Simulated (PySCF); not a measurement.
C5H5Cl. Atoms are numbered in the order given.

```xyz
11

C      2.4729     0.4071     0.0000
C      1.2799     0.1817     0.0000
C     -0.1154    -0.0973     0.0000
Cl    -0.5181    -1.8145     0.0000
C     -1.0980     0.8233     0.0000
C     -0.8833     2.3019     0.0000
H      3.5284     0.6038     0.0000
H     -2.1281     0.4547     0.0000
H      0.1840     2.5623     0.0000
H     -1.3564     2.7627     0.8845
H     -1.3564     2.7627    -0.8845
```
Charge 0, spin multiplicity 1.

Geometry: B3LYP-D3(BJ)/def2-SVP.

Level of theory: M06-2X/def2-TZVP (PySCF).

The molecule is in vacuum.

The total energy is -653.63393 hartree. The point group is Cs and the highest occupied level comes out as -8.10 eV. The lowest empty level comes out as -0.28 eV, the orbital gap is 7.82 eV and the dipole moment comes out as 2.12 D. The quadrupole, principal values (traceless, Buckingham form, about the centre of nuclear charge) is -6.27, -2.01, 8.28 D·Å. The mean static polarisability is 72.5 bohr³ (10.74 Å³) and the polarisability, principal values is 44.2, 79.1, 94.2 bohr³.
